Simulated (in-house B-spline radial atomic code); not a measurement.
RPA and G0W0 on PBE0: neutral antimony

Configuration [Kr] 4d10 5s2 5p3, highest spin, mean-field start PBE0. Computed with a B-spline radial code for spherical atoms: all electrons, scalar-relativistic (spin-free one-electron X2C), finite nucleus, each spin shell either full or empty, empty states to l = 9 with an (l + 1/2)⁻⁴ tail; G0W0 by contour deformation at full frequency.

Spin-orbit coupling, left out, splits p levels strongly here.

Command:
```bash
python run_gw.py task.json out
```
Settings (radii: box in bohr, nucleus in fm):
```
Z                        51
electrons                51
configuration            [Kr] 4d10 5s2 5p3
hamiltonian              x2c
method                   pbe0
lmax                     9
rms_radius               4.6802
spin_polarised           True
box_radius               40
intervals                72
```

Time taken, with all properties: 11 s on 1 thread of Arm Neoverse N1 (shared host).

Energies (hartree):

| term | value |
| --- | --- |
| mean-field total | -6480.47212 |
| Hartree-Fock functional on these orbitals | -6478.02335 |
| direct second order | -4.418 |
| second-order exchange | 1.2224 |
| SOSEX correction | 1.1367 |

(1) What is the RPA correlation energy, and what remains with SOSEX?

Quasi-particle levels (eV):

| level | occupied | mean field | Σx - vxc | Σc | QP weight | G0W0 |
| --- | --- | --- | --- | --- | --- | --- |
| 5p up | yes | -6.524 | -2.40 | ? | ? | ? |
| 5p down | no | -2.612 | 3.83 | -2.20 | 0.898 | -0.986 |

G0W0 = mean field + (Σx - vxc) + Σc, with Σc (partial-wave tail included) taken at the quasi-particle energy. Only the outer levels were computed. Levels of low weight are left out.

(2) Where does G0W0 put 5p up?

## Answers

(1) RPA gives -3.8671 hartree (-2.06 eV per electron); RPA + SOSEX gives -2.7303, and the second-order doubles -3.1956 hartree (no singles). RPA lacks exchange-type terms and so overcorrelates at short range.

(2) At -9.157 eV, with Σc = -0.23 eV and a quasi-particle weight of 0.883. The tabulated removal energy is 8.608 eV (NIST, measured); the calculation leaves out spin-orbit coupling, Breit and QED terms, and what these don't explain is the method's own error.
